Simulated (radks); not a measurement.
Fractional charge and spin in the 5p shell of mercury: the spin-up occupation runs from 2 to 3 and the spin-down occupation from 2 to 3; the fullest corner is Hg2+, [Kr] 4d10 4f14 5s2 5d10 5p(up 3, down 3). All-electron calculation, scalar-relativistic Kohn-Sham, PBE, spin-polarised, spherical densities, finite nucleus; Fermi nuclear charge, rms radius of each element as measured or else 0.836 A^(1/3) + 0.57 fm. Program: a radial shooting solver on a logarithmic mesh with Libxc functionals. Energy (eV) minus the two flat planes that join the four corners (they meet along the diagonal where the two added fractions sum to one electron); zero is where a piecewise linear energy would lie.

| down \ up | 2 | 2.5 | 3 |
|---|---|---|---|
| 2 | 0.000 | -2.141 | 0.000 |
| 2.5 | -2.141 | 0.241 | -1.996 |
| 3 | 0.000 | -1.996 | 0.000 |

Corners above the fullest one (they belong to Hg3+ and the next ion): (up 3, down 2) 93.574 eV, (up 2, down 3) 93.574 eV, (up 2, down 2) 204.68 eV. With half an added electron in each spin the energy lies 0.241 eV from the planes, and with half an added electron in spin up alone -2.141 eV. The planes are only a guide here: the flat-plane condition holds for ground states with one frontier orbital, while this shell lies below other occupied shells, so the corners above the fullest one are inner-hole states and not the ground states of those ions.
